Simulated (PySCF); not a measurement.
A compound of formula C22H27I has these computed shifts in ppm, with the number of atoms in brackets (GIAO KT3/pcSseg-1 (def2-SVP on I), gas phase, PySCF SCF with an in-house response code, fitting set def2-universal-JFIT, grid level 2, non-relativistic but for scalar-relativistic core potentials on heavy atoms, geometry: GFN2-xTB; 13C, 1H against isolated TMS).

1H: 7.25 (1), 6.96 (2), 6.89 (2), 6.75 (1), 6.54 (1), 2.67 (2), 2.62 (2), 2.50 (2), 2.41 (2), 1.88 (2), 1.68 (2), 1.59 (2), 1.42 (2), 1.41 (2), 0.51 (2)
13C: 136.1 (1), 135.0 (1), 134.7 (1), 133.6 (1), 132.8 (1), 130.3 (1), 124.4 (1), 122.6 (2), 121.7 (2), 121.7 (1), 43.1 (1), 41.8 (1), 40.2 (1), 39.4 (1), 38.6 (1), 38.0 (1), 35.4 (1), 34.6 (1), 34.4 (1), 32.4 (1)

(1) Which structure gave them?

Results:

(1) Ic1cc2ccc1CCCCc1ccc(cc1)CCCCCC2. Other isomers were not compared.
